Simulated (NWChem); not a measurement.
System: CH$_{4}$AlO, doublet; SMILES [CH3][Al][OH]

```xyz
7

Al     0.5762    -0.1065     0.0000
C     -0.3586     1.6422     0.0000
H     -1.4559     1.4744     0.0000
H     -0.0819     2.2365    -0.8955
H     -0.0819     2.2365     0.8955
O     -0.4536    -1.5017     0.0000
H     -0.0906    -2.4027     0.0000
```
Atoms are numbered in this order, from 1.

The geometry was optimised at PBE-D3(BJ)/def2-SVP, spin-unrestricted. This spin state was assumed; another may lie lower. No stability test was run on the SCF state. B3LYP is NWChem's, with the RPA form of VWN correlation.

Symmetry labels are those of Cs in the frame above (b1 and b2, or b-type labels, depend on it).

Question: List the 6 lowest vertical excitations from B3LYP/def2-SVP, spin-unrestricted, TDA (NWChem).

Answer: 
```
state    energy (eV)  oscillator strength  symmetry of the excitation  <S²>
-------  -----------  -------------------  --------------------------  ----
state 1         2.99                0.059                          a"  0.75
state 2         4.64                0.019                          a'  0.78
state 3         4.65                0.011                          a"  0.79
state 4         4.81                0.074                          a'  0.76
state 5         5.35                0.066                          a'  0.82
state 6         5.75                0.198                          a'  0.93
```
